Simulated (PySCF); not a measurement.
F5Nb, SMILES [F][Nb-]([F])([F])([F])[F] (connectivity only; charge and spin as stated), charge -1, multiplicity 2.

The structure is a stationary point at B3LYP-D3(BJ)/def2-SVPD. The multiplicity is an assumed one; other spin states were not compared. The def2 effective core potentials stand for the cores of Nb; spin–orbit coupling is left out.

Computed with B3LYP-D3(BJ)/def2-SVPD (PySCF 2.14.0).

Frequencies are harmonic and unscaled.

Computed vibrational spectrum:
| mode | ν (cm⁻¹) | IR (km/mol) | moving atoms (share of kinetic energy) |
|---|---|---|---|
| 1 | 64 | 27.0 | F 88 %, Nb 12 % |
| 2 | 99 | 0.0 | F 100 % |
| 3 | 106 | 5.4 | F 99 % |
| 4 | 174 | 40.7 | F 79 %, Nb 21 % |
| 5 | 190 | 9.6 | F 92 % |
| 6 | 196 | 22.3 | F 80 %, Nb 20 % |
| 7 | 245 | 7.8 | F 90 %, Nb 10 % |
| 8 | 510 | 0.0 | F 100 % |
| 9 | 531 | 238.4 | F 82 %, Nb 18 % |
| 10 | 551 | 379.3 | F 68 %, Nb 32 % |
| 11 | 618 | 0.7 | F 100 % |
| 12 | 640 | 269.5 | F 71 %, Nb 29 % |
